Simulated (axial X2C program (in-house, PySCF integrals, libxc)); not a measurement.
**Spin–orbit effects down a group: molecules with Na (ions), CCSD**

All values come from calculations with an in-house all-electron X2C program for linear molecules (integrals from PySCF), spin-free (one-electron X2C) or two-component (2c: spin–orbit coupling with atomic mean-field Coulomb and Gaunt terms, which also bring small scalar terms), in Dyall basis sets with cores contracted in-house; open shells are unrestricted.

Basis sets: Ag dyall-acv3z, Au dyall-acv3z, Cu dyall-acv3z, Na dyall-av3z. Frozen shells (counts by l): NaCu⁻ Cu 3s2p, Na 2s1p, 13 electrons correlated; NaAg⁻ Ag 4s3p1d, Na 2s1p, 13 electrons correlated; NaAu⁻ Au 5s4p2d1f, Na 2s1p, 13 electrons correlated. Coupled cluster in natural virtuals with an MP2 remainder. Where the outer core of a metal is frozen, bonds come out longer and ionisation energies lower.

```tsv
molecule	spin-free state	Re (Å)	ωe (cm⁻¹)	De (eV)	2c state	Re 2c (Å)	ωe 2c (cm⁻¹)	De 2c (eV)
NaCu⁻	M_S = 1/2, Λ = 0	2.798	151.2	0.89	Ω = 1/2	2.799	150.6	0.89
NaAg⁻	M_S = 1/2, Λ = 0	2.905	142.1	0.83	Ω = 1/2	2.905	142.1	0.83
NaAu⁻	M_S = 1/2, Λ = 0	2.810	166.9	1.02	Ω = 1/2	2.808	167.4	1.02
```

Task: Work out the shifts from the spin-free to the two-component result.

Result: 

```csv
molecule,2c state,ΔRe (Å),Δωe (cm⁻¹),ΔDe (eV)
NaCu⁻,Ω = 1/2,0.001,noise,0.00
NaAg⁻,Ω = 1/2,0.000,noise,0.00
NaAu⁻,Ω = 1/2,-0.002,noise,0.00
```

Shifts of one unit in the last digit are rounding. Where the truncated virtual spaces of the two runs make Δωe unreliable it is marked noise.

Fragments in 2c: Cu- + Na, Ag- + Na, Au- + Na. Each entry is the lowest single determinant of a limited PBE0 search at one distance. De goes to single-determinant-based atoms at the same level (for ions the charge split of lowest energy) and is withheld (n/a) where an atom does not fit its ground term or J level. Main or longest-lived isotopes. One determinant is a doubtful description, or other states lie close, for NaCu⁻, NaAg⁻; these need not be ground states, and all values refer to the states named.
